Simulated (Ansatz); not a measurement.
`C[SiH](O)P`, relaxed with RKS PBE-D4/def2-SVP in the Gaussian-basis code of Ansatz from a rough embedded geometry. The force threshold is 0.03 eV/Å; the program also tests the step.

Total charge 0; spin multiplicity 1.

Start:

```xyz
11

C     1.392    0.678   -0.036
Si    0.108   -0.517   -0.349
O    -0.187   -1.452    0.951
P    -1.787    0.459   -0.761
H     1.592    1.350   -0.948
H     1.218    1.371    0.792
H     2.393    0.202    0.180
H     0.452   -1.423   -1.502
H    -0.469   -1.027    1.822
H    -2.632   -0.601   -0.715
H    -2.081    0.961    0.565
```

| step | energy (eV) | largest force (eV/Å) | largest move (Å) |
| --- | --- | --- | --- |
| 1 | -20345.4913 | 3.084 | 0.000 |
| 2 | -20345.9842 | 1.212 | 0.195 |
| 3 (rejected) | -20345.8895 | 2.408 | 0.200 |
| 4 | -20346.0609 | 0.240 | 0.097 |
| 5 | -20346.0629 | 0.263 | 0.079 |
| 6 | -20346.0643 | 0.295 | 0.063 |
| 7 | -20346.0683 | 0.035 | 0.039 |
| 8 | -20346.0687 | 0.009 | 0.015 |

End:

```xyz
11

C     1.422    0.735   -0.036
Si    0.072   -0.553   -0.313
O    -0.093   -1.606    0.998
P    -1.841    0.566   -0.880
H     1.577    1.335   -0.956
H     1.163    1.434    0.786
H     2.381    0.240    0.222
H     0.427   -1.453   -1.460
H    -0.404   -1.189    1.820
H    -2.678   -0.582   -0.638
H    -2.025    1.076    0.458
```

Hardware: 4 threads of an Arm Neoverse V1 on a shared host. Wall time 9.5 s, peak host memory 0.15 GiB.
